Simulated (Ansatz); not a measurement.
Species: C₈H₂₀Si, SMILES `CC[Si](CC)(CC)CC` (charge 0, multiplicity 1).

### Question
Give a relaxed geometry from Ansatz (an electronic-structure program) with B3LYP-D3(BJ)/def2-SVP.

### Answer
One answer among several that fit: the end point of this relaxation, one of several conformers (outside a Z-matrix the atoms follow the SMILES, hydrogens last).
Z-matrix (Å, degrees):
```
Si
C 1 1.8971
H 2 1.1046 1 108.27
H 2 1.1053 3 105.44 1 115.32
C 2 1.5347 3 109.89 4 118.69
H 5 1.1021 2 111.59 3 -177.21
H 5 1.1025 6 106.96 2 122.24
H 5 1.1026 6 107.18 7 114.67
C 1 1.8979 2 109.42 3 176.84
H 9 1.1049 1 108.00 2 56.28
H 9 1.1054 10 105.55 1 115.29
C 9 1.5349 10 109.79 11 118.61
H 12 1.1023 9 111.61 10 -177.73
H 12 1.1024 13 107.04 9 122.27
H 12 1.1026 13 107.15 14 114.69
C 1 1.8987 2 109.35 3 58.44
H 16 1.1051 1 107.93 2 178.87
H 16 1.1062 17 105.31 1 113.60
C 16 1.5346 17 109.83 18 118.13
H 19 1.1017 16 111.62 17 59.78
H 19 1.1024 20 107.07 16 -122.56
H 19 1.1026 20 107.08 21 -114.66
C 1 1.9013 2 109.66 3 -64.40
H 23 1.1050 1 108.04 2 169.68
H 23 1.1056 24 105.25 1 -114.09
C 23 1.5350 24 110.04 25 -117.97
H 26 1.1013 23 111.87 24 -62.31
H 26 1.1022 27 106.90 23 122.37
H 26 1.1027 27 107.17 28 114.63
```
